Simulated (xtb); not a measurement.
ClTl, triplet, from a rough starting geometry (GFN-xTB shapes and energies of metal compounds can be far from the true ones) (a higher spin typed on purpose: for a closed-shell molecule this is an excited state); GFN2-xTB run with xtb 6.7.1.

Here is a job for xtb.
```
$ xtb mol.xyz --gfn 2 --uhf 2 --opt vtight --json

# file mol.xyz
2

Tl    -0.79457658    -0.69202196    -0.71235934
Cl     0.79233839     0.66101568     0.79214204
```

What the program printed (banner, timings and long lists left out):

```
   ID    Z sym.   atoms
    1   81 Tl     1
    2   17 Cl     2

           -------------------------------------------------
          |                Calculation Setup                |
           -------------------------------------------------

           -------------------------------------------------
          |                 G F N 2 - x T B                 |
           -------------------------------------------------

          ...................................................
          :                      SETUP                      :
          :.................................................:
          :  # basis functions                  14          :
          :  # atomic orbitals                  13          :
          :  # shells                            5          :
          :  # electrons                        10          :
          :  max. iterations                   250          :
          :  Hamiltonian                  GFN2-xTB          :
          :  restarted?                      false          :
          :  GBSA solvation                  false          :
          :  PC potential                    false          :
          :  electronic temp.          300.0000000     K    :
          :  accuracy                    1.0000000          :
          :  -> integral cutoff          0.2500000E+02      :
          :  -> integral neglect         0.1000000E-07      :
          :  -> SCF convergence          0.1000000E-05 Eh   :
          :  -> wf. convergence          0.1000000E-03 e    :
          :  Broyden damping             0.4000000          :
          :  net charge                          0          :
          :  unpaired electrons                  2          :
          ...................................................

 iter      E             dE          RMSdq      gap      omega  full diag
   1     -5.9122537 -0.591225E+01  0.114E+01    0.00       0.0  T
   2     -5.9232915 -0.110378E-01  0.963E+00    0.00       1.0  T
   3     -5.9245467 -0.125520E-02  0.641E+00    0.00       1.0  T
   4     -5.9250133 -0.466608E-03  0.581E-01    0.00       1.0  T
   5     -5.9251177 -0.104396E-03  0.737E-01    0.00       1.0  T
   6     -5.9252110 -0.932639E-04  0.325E-01    0.00       1.0  T
   7     -5.9252366 -0.255716E-04  0.455E-01    0.00       1.0  T
   8     -5.9252491 -0.125655E-04  0.218E-01    0.00       1.0  T
   9     -5.9252520 -0.288258E-05  0.200E-02    0.00       3.5  T
  10     -5.9252521 -0.781775E-07  0.297E-03    0.00      23.8  T
  11     -5.9252521 -0.292831E-08  0.403E-04    0.00     175.6  T
  12     -5.9252521 -0.136886E-10  0.162E-04    0.00     437.6  T

   *** convergence criteria satisfied after 12 iterations ***

 transition dipole moment (au) for excitation:           5           6
     X       Y       Z
  -0.3111   0.2691   0.0861  total (au/Debye):    0.420   1.068
 dE (eV)             :    8.630
 oscillator strength :  0.52800E-01

         :::::::::::::::::::::::::::::::::::::::::::::::::::::
         ::                     SUMMARY                     ::
         :::::::::::::::::::::::::::::::::::::::::::::::::::::
         :: total energy              -5.925226342007 Eh    ::
         :: gradient norm              0.027036467280 Eh/a0 ::
         :: HOMO-LUMO gap              0.000000003214 eV    ::
         ::.................................................::
         :: SCC energy                -5.925252106119 Eh    ::
         :: -> isotropic ES           -0.000159584469 Eh    ::
         :: -> anisotropic ES          0.000148390424 Eh    ::
         :: -> anisotropic XC         -0.000486759698 Eh    ::
         :: -> dispersion             -0.000857725953 Eh    ::
         :: repulsion energy           0.000025764112 Eh    ::
         :: add. restraining           0.000000000000 Eh    ::
         :: total charge               0.000000000001 e     ::
         :::::::::::::::::::::::::::::::::::::::::::::::::::::

[...]
 * total energy  :    -5.9252263 Eh     change       -0.6910028E-12 Eh
 * total energy  :    -5.9346064 Eh     change       -0.9380049E-02 Eh
 * total energy  :    -5.9346279 Eh     change       -0.2149533E-04 Eh
 * total energy  :    -5.9346343 Eh     change       -0.6423224E-05 Eh
 * total energy  :    -5.9346343 Eh     change       -0.6838555E-08 Eh
   *** GEOMETRY OPTIMIZATION CONVERGED AFTER 5 ITERATIONS ***
[...]
         :::::::::::::::::::::::::::::::::::::::::::::::::::::
         :: total energy              -5.934634316024 Eh    ::
         :: gradient norm              0.000000427623 Eh/a0 ::
         :: HOMO-LUMO gap              0.000000131048 eV    ::
         ::.................................................::
         :: SCC energy                -5.934634519665 Eh    ::
         :: -> isotropic ES            0.001139173631 Eh    ::
         :: -> anisotropic ES          0.000372774156 Eh    ::
         :: -> anisotropic XC         -0.000840566883 Eh    ::
         :: -> dispersion             -0.000890406865 Eh    ::
         :: repulsion energy           0.000000203641 Eh    ::
         :: add. restraining           0.000000000000 Eh    ::
         :: total charge               0.000000000031 e     ::
         :::::::::::::::::::::::::::::::::::::::::::::::::::::

           -------------------------------------------------
          |                Property Printout                |
           -------------------------------------------------

    * Orbital Energies and Occupations

         #    Occupation            Energy/Eh            Energy/eV
      -------------------------------------------------------------
         1        2.0000           -1.1023724             -29.9971
         2        2.0000           -0.6265866             -17.0503
         3        1.8250           -0.4980743             -13.5533
         4        1.5875           -0.4969374             -13.5224
         5        1.5875           -0.4969374             -13.5224
         6        0.5000           -0.1667104              -4.5364 (HOMO)
         7        0.5000           -0.1667104              -4.5364 (LUMO)
         8                         -0.0740134              -2.0140
         9                         -0.0419187              -1.1407
        10                         -0.0419187              -1.1407
        11                         -0.0399183              -1.0862
        12                         -0.0399183              -1.0862
        13                         -0.0257425              -0.7005
      -------------------------------------------------------------
                  HL-Gap            0.0000000 Eh            0.0000 eV
             Fermi-level           -0.3316559 Eh           -9.0248 eV

     #   Z          covCN         q      C6AA      α(0)
     1  81 Tl       0.386    -0.110   765.052    73.005
     2  17 Cl       0.386     0.110    91.563    14.587

 Mol. C6AA /au·bohr⁶  :       1343.766276
 Mol. C8AA /au·bohr⁸  :     185878.997935
 Mol. α(0) /au        :         87.591435

Wiberg/Mayer (AO) data.
largest (>0.10) Wiberg bond orders for each atom

 ---------------------------------------------------------------------------
     #   Z sym  total        # sym  WBO       # sym  WBO       # sym  WBO
 ---------------------------------------------------------------------------
     1  81 Tl   0.207 --     2 Cl   0.207
     2  17 Cl   0.207 --     1 Tl   0.207
 ---------------------------------------------------------------------------

molecular dipole:
                 x           y           z       tot (Debye)
 q only:        0.391       0.334       0.371
   full:        0.284       0.242       0.269       1.168
molecular quadrupole (traceless):
                xx          xy          yy          xz          yz          zz
 q only:       -0.020      -0.018      -0.047       0.043       0.021       0.067
  q+dip:       -0.050      -0.259       0.009      -0.242      -0.217       0.041
   full:        0.076       0.604      -0.141       0.718       0.601       0.065

optimized geometry written to: xtbopt.xyz

           -------------------------------------------------
          | TOTAL ENERGY               -5.934634316024 Eh   |
          | GRADIENT NORM               0.000000427623 Eh/α |
          | HOMO-LUMO GAP               0.000000131048 eV   |
           -------------------------------------------------
```
